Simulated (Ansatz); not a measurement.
Total energies of Au₂O⁺ (the lowest doublet isomer of a short search) from Ansatz at r2SCAN-D4/def2-TZVP, gas phase (1 Eh = 27.2114 eV = 2625.5 kJ/mol). The reference geometry is relaxed at r2SCAN-D4/def2-TZVP.

Cartesian coordinates in Å:
```
Au 0.886 1.283 -0.694
Au -0.579 -1.051 1.214
O -0.307 -0.233 -0.520
```

```
           state                        geometry  energy (Eh)
charge 1 doublet                       reference   -346.42431
charge 0 singlet                       reference   -346.73955
charge 1 quartet  relaxed at r2SCAN-D4/def2-TZVP   -346.37423
```

In the def2 sets Au takes a core potential; there is no spin–orbit coupling.

Work out the vertical electron affinity, to the singlet.

E(charge 1 doublet) − E(charge 0 singlet) = -346.42431 − (-346.73955) = 0.31524 Eh = 8.58 eV.

Which of the charge 1 states is lowest, and how far above it are the others?

The doublet. quartet: -346.37423 − (-346.42431) = 0.05008 Eh = 131.5 kJ/mol.

The structure comes from a short search, and lower isomers may exist.
